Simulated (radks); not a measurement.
The antimony ion Sb3+ is in [Kr] 4d10 5s2. Calculated with a radial shooting solver on a logarithmic mesh with Libxc functionals: scalar-relativistic Kohn-Sham, BLYP, spin-polarised, spherical densities, finite nucleus; Fermi nuclear charge, rms radius of each element as measured or else 0.836 A^(1/3) + 0.57 fm. Open shells are filled with parallel spins first. One electron is removed from 4d, 5s, 4s, 4p in turn, with full relaxation. Which removal costs least, and what does each cost?

Answer. 5s 44.175 eV; 4d 71.619 eV; 4p 140.99 eV; 4s 188.49 eV. The 5s electron leaves first.
